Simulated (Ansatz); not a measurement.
## A basis-limit estimate, worked out

An elementary step of BH₂OF₃, singlet (BHOF₂ ([OH][B]([F])[F]) + HF → BF₃ ([F][B]([F])[F]) + H₂O (still joined by a long B–O bond); B–O, H–F broken or loosened, B–F, O–H formed or tightened). “Start” and “end” are the PBE0-D4/def2-TZVP structures reached by relaxing down either side of its saddle point, with the molecules still in contact.

Program: Ansatz 0.2.0. Basis: def2-TZVPP and def2-QZVPP. Cores are frozen in the correlated methods.

Energies in eV:

| quantity | end | start |
| --- | --- | --- |
| Hartree–Fock, triple zeta (X = 3) | -10868.60118 | -10868.42019 |
| Hartree–Fock, quadruple zeta (X = 4) | -10869.08305 | -10868.92387 |
| MP2 correlation, X = 3 | -29.99630 | -29.91641 |
| MP2 correlation, X = 4 | -32.73506 | -32.67141 |
| CCSD(T) correlation, X = 3 | -31.06498 | -30.96419 |

Task: Work out the step energy at the basis limit: extrapolate Hartree–Fock as E(X) = E∞ + A exp(−7.88 √X) and the MP2 correlation as E(X) = E∞ + B X^−2.97 (the exponents that Neese and Valeev fitted for def2-TZVPP and QZVPP), then add CCSD(T) − MP2 in triple zeta.

Result: Each step is linear, so take the differences first (end − start): Hartree–Fock -0.18099 (X = 3) and -0.15918 (X = 4); MP2 correlation -0.07989 and -0.06365; CCSD(T) correlation -0.10079.
Two points give E∞ = E(4) + w [E(4) − E(3)], with w = 1/(exp(7.88 (2 − √3)) − 1) = 0.1377 for Hartree–Fock and w = 1/((4/3)^2.97 − 1) = 0.7407 for the correlation.
Hartree–Fock: -0.15918 + 0.1377 × 0.02181 = -0.1562 eV.
MP2 correlation: -0.06365 + 0.7407 × 0.01624 = -0.0516 eV.
CCSD(T) − MP2: -0.10079 − (-0.07989) = -0.0209 eV.
Sum: -0.1562 + (-0.0516) + (-0.0209) = -0.2287 eV, or -5.27 kcal/mol. Plain CCSD(T) in triple zeta gives -0.2818 eV, so the larger basis shifts the result by 0.0531 eV.

No T1 diagnostic of these runs exceeds 0.012.

Steps of this kind, hydrogen fluoride cutting a network bond, underlie vapour etching and the fluorination step of atomic layer etching.

Labels in which every atom is bracketed show which atoms are joined, not bond orders.

For scale, one of the runs: CCSD(T)/def2-TZVPP, 183 basis functions, launched by `ansatz run in.yaml --threads 4 --pin off --events-out ev --progress --plain --max-ram 9574MiB`. Time: 82 s of wall clock on 4 CPU threads of an Arm Neoverse N1; the host was shared. Peak host memory: 2.1 GiB.
